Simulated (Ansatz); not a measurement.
Method: frozen-core CCSD(T)/cc-pVDZ // B3LYP-D3(BJ)/def2-SVP run with Ansatz (a first-principles code).

Ansatz 0.2 input:
```yaml
crystal:
  periodic: [false, false, false]
  atoms:
    - { symbol: C, position_ang: [1.381151, -0.381465, -0.117545] }
    - { symbol: O, position_ang: [0.447716, 0.686728, -0.282254] }
    - { symbol: Ge, position_ang: [-1.237815, 0.467969, 0.067326] }
    - { symbol: F, position_ang: [-2.065446, 1.930404, -0.241549] }
    - { symbol: F, position_ang: [-1.510478, 0.022768, 1.704247] }
    - { symbol: F, position_ang: [-1.945, -0.771598, -0.889504] }
    - { symbol: H, position_ang: [1.421199, -0.727559, 0.928996] }
    - { symbol: H, position_ang: [1.13905, -1.235997, -0.771583] }
    - { symbol: H, position_ang: [2.36962, 0.008751, -0.398133] }
basis:
  gaussian: { orbitals: cc-pVDZ }
correlation:
  method: ccsd_t
```

Output:

```
Functional definition: HF
1101 factors; integrals over basis functions are off by at most 1.1e-3 eV
mean field evaluation 1: about -67705.2567 eV, gradient 4.6e1 eV
mean field evaluation 2: about -67705.3375 eV, gradient 4.6e1 eV
mean field evaluation 4: about -67709.1325 eV, gradient 2.7e0 eV
mean field evaluation 8: about -67709.1616 eV, gradient 1.9e-1 eV
mean field evaluation 16: about -67707.9100 eV, gradient 2.7e1 eV
mean field -67709.16166644 eV, -2488.2657963237 hartree, gradient 2.7e-6 eV, S^2 0.000000; 0 other end points of the search recorded, 0 dependent functions left out
14 core orbitals not correlated
reference -67709.16166644 eV, -2488.2657963237 hartree; 24, 24 occupied and 74, 74 virtual orbitals, 1101 factors
second order -27.22349210 eV of doubles, -0.00000000 eV of singles
cycle   1  -27.03696057 eV  change    1.9e-1 eV  update   1.2e-1
cycle   2  -27.64658803 eV  change   -6.1e-1 eV  update   3.5e-2
cycle   3  -27.81771821 eV  change   -1.7e-1 eV  update   1.8e-2
cycle   4  -27.80730189 eV  change    1.0e-2 eV  update   3.3e-3
cycle   5  -27.80404970 eV  change    3.3e-3 eV  update   1.3e-3
cycle   6  -27.80476135 eV  change   -7.1e-4 eV  update   3.9e-4
cycle   7  -27.80462444 eV  change    1.4e-4 eV  update   1.3e-4
cycle   8  -27.80450735 eV  change    1.2e-4 eV  update   4.5e-5
cycle   9  -27.80451451 eV  change   -7.2e-6 eV  update   1.8e-5
perturbative correction -0.57968342 eV, -0.0213029728 hartree
Total energy: -67737.54586437 eV, -2489.3088963580 hartree
```

Cost: very roughly 40 core-seconds.
